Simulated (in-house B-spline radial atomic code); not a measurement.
Ionising Mo XXXIX (Mo38+) with different functionals

Computed with a B-spline radial code for spherical atoms: four-component Dirac-Coulomb Hamiltonian, Fermi nucleus of rms radius 4.4091 fm, spin-restricted, spherical fractional occupations for the functionals. The ionisation energy is the difference of two self-consistent energies, [He] 2s2 → [He] 2s1, without Breit or QED terms; ε is the level of the shell that loses the electron (mean over j).

```tsv
method	rung	ΔSCF (eV)	-ε(2s) (eV)
LDA exchange-only	LDA	5552.1	5474.9
relativistic LDA	LDA	5547.3	5470.0
PW91	GGA	5562.3	5485.2
BP86	GGA	5562.8	5485.8
```

Question: How do they compare with the NIST value?

Answer: NIST lists 5548 eV ± 5 (semi-empirical, ground level to ground level). Errors run from -0.7 to +14.8 eV; relativistic LDA is closest (-0.7 eV), though others lie within the uncertainty of it, and part of that can be cancellation, since the calculations leave out Breit-QED terms, spin polarisation, the near-degeneracy of s² and p².
